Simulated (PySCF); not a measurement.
These are B3LYP-D3(BJ)/def2-TZVP (PySCF 2.14.0) values and carry that method's errors. Isolated molecules, 0 K electronic values unless said otherwise. One relaxed conformer stands for a flexible species; it need not be the lowest. B3LYP has the VWN-RPA correlation part, as in Gaussian. 

Reference species (SMILES): `F[CH]F` (neutral, multiplicity 2).

```
Quantity                         Result
-----------------------------  --------
highest occupied spin orbital  -6.66 eV
```

Changed species: `F[C](F)[AlH2]` (F–C–Al–H torsion 0°) (radical fragment; the reference has radical fragment).

Task: What does the change do to the highest occupied spin orbital?

Result: the highest occupied spin orbital increases by 0.62 eV, to -6.04 eV.
